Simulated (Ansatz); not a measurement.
MgI2. Total charge 0; triplet. Geometry r2SCAN-D4/def2-TZVP; atoms count from 1.

```xyz
3

Mg    0.473    1.417   -0.112
I    -1.719   -0.258   -0.501
I     1.246   -1.159    0.613
```

In the def2 sets I takes a core potential; there is no spin–orbit coupling. In the triplet, I2 and I3 lie 3.29 Å apart (atoms count from 1), so these atoms are partly bonded to each other. At PBE0-D4/def2-TZVP a singlet of charge 0 lies 2.58 eV below the triplet, each at its own geometry. The structure comes from a short search, and lower isomers may exist.

Problem. Estimate the Mulliken populations from the PBE0/def2-TZVP orbitals of Ansatz.

Solution. 
| atom | charge (e) | spin (α − β) |
| --- | --- | --- |
| Mg1 | 0.44 | 0.91 |
| I2 | -0.22 | 0.55 |
| I3 | -0.22 | 0.55 |
Mulliken values and Mayer orders depend strongly on the basis.

Problem. Where does the spin sit?

Solution. Summed by element: Mg 0.91, I 1.09, of 2 unpaired in all. Largest on single atoms: Mg1 0.91, I2 0.55, I3 0.55.

Problem. And the Mayer bond orders between bonded heavy atoms (over 0.3)?

Solution. Mg1–I2 0.48 (2.79 Å); Mg1–I3 0.48 (2.79 Å); I2–I3 0.51 (3.29 Å).
